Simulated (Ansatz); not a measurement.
A nudged elastic band was laid between two geometries of CH$_{6}$GeOSi (10 atoms, charge 0, multiplicity 1).

Computed with RKS PBE-D4/def2-SVP in Ansatz.

```yaml
movable_images: 9
climbing_image: yes
spring: 5.0 eV/Å²
optimiser: quadratic models (default)
start_path: through a guess of the saddle point
force_threshold: 0.05 eV/Å
iteration_limit: 60
end_points: relaxed
```

Initial state:

```xyz
10
Properties=species:S:1:pos:R:3
C -1.474 0.366 -0.959
Ge -0.399 -0.362 0.511
O 1.240 -1.058 -0.233
Si 1.812 0.109 0.860
H -0.946 1.211 -1.437
H -2.456 0.713 -0.580
H -1.638 -0.434 -1.709
H -1.121 -1.537 1.232
H 2.591 -0.383 2.049
H 2.474 1.324 0.269
```

Final state:

```xyz
10
Properties=species:S:1:pos:R:3
C -1.318 0.457 -0.827
Ge -0.296 -0.236 0.720
O 1.549 -0.537 -0.121
Si 1.826 0.726 1.338
H -0.937 1.450 -1.137
H -2.380 0.574 -0.530
H -1.280 -0.248 -1.681
H -0.715 -1.738 0.892
H 2.032 -0.443 2.324
H 1.602 -0.059 -0.974
```

**Question.** Which bonds break or form, and what moves?

**Answer.** Bonds broken: Si4–H10. Bonds formed: O3–H10.

**Question.** Give the energies along the band, and the barrier.

**Answer.** It converged. The highest image is number 5 of 0 to 10, 2.22 eV above the first end and 1.53 eV above the last; the last end lies 0.69 eV above the first. A vibrational analysis at the climbing image gives one clearly imaginary mode, 1310i cm⁻¹: a first-order saddle point. The orbitals stay closed-shell, which can raise the energy where a bond breaks towards radicals; this wasn't checked here.

| image | path coordinate (Å) | energy (eV) | Si4–H10 (Å) | O3–H10 (Å) |
| --- | --- | --- | --- | --- |
| 0 | 0.00 | 0.00 | 1.51 | 2.73 |
| 1 | 0.34 | 0.03 | 1.50 | 2.67 |
| 2 | 0.68 | 0.25 | 1.49 | 2.45 |
| 3 | 1.02 | 0.87 | 1.48 | 2.13 |
| 4 | 1.37 | 1.73 | 1.49 | 1.80 |
| 5 | 1.71 | 2.22 | 1.58 | 1.44 |
| 6 | 2.02 | 1.66 | 1.77 | 1.09 |
| 7 | 2.33 | 1.12 | 2.04 | 0.99 |
| 8 | 2.64 | 0.81 | 2.28 | 0.98 |
| 9 | 2.95 | 0.70 | 2.43 | 0.98 |
| 10 | 3.26 | 0.69 | 2.45 | 0.98 |

**Question.** What is the geometry of the highest image?

**Answer.** 
```xyz
10
Properties=species:S:1:pos:R:3:forces:R:3
C -1.458 0.425 -0.925 0.00 -0.01 0.01
Ge -0.265 -0.330 0.433 -0.01 0.01 -0.02
O 1.400 -0.829 -0.277 0.00 -0.01 0.00
Si 1.767 0.516 1.186 0.00 0.01 0.00
H -0.991 1.324 -1.368 0.00 0.00 0.00
H -2.428 0.703 -0.469 0.00 0.00 0.00
H -1.632 -0.328 -1.720 0.00 0.00 0.00
H -0.765 -1.626 1.117 0.00 0.00 0.00
H 2.297 -0.295 2.363 0.00 0.00 0.00
H 2.159 0.389 -0.336 0.00 0.00 0.00
```

**Question.** What are the harmonic wavenumbers there?

**Answer.** 1310i, 86, 124, 146, 274, 367, 512, 571, 594, 606, 642, 652, 765, 806, 839, 1195, 1377, 1379, 1937, 2054, 2085, 2988, 3096, 3109 cm⁻¹.

Run time: 3.2 min on 2 threads of Arm Neoverse V1, with other jobs on the host, peak memory 0.15 GiB.
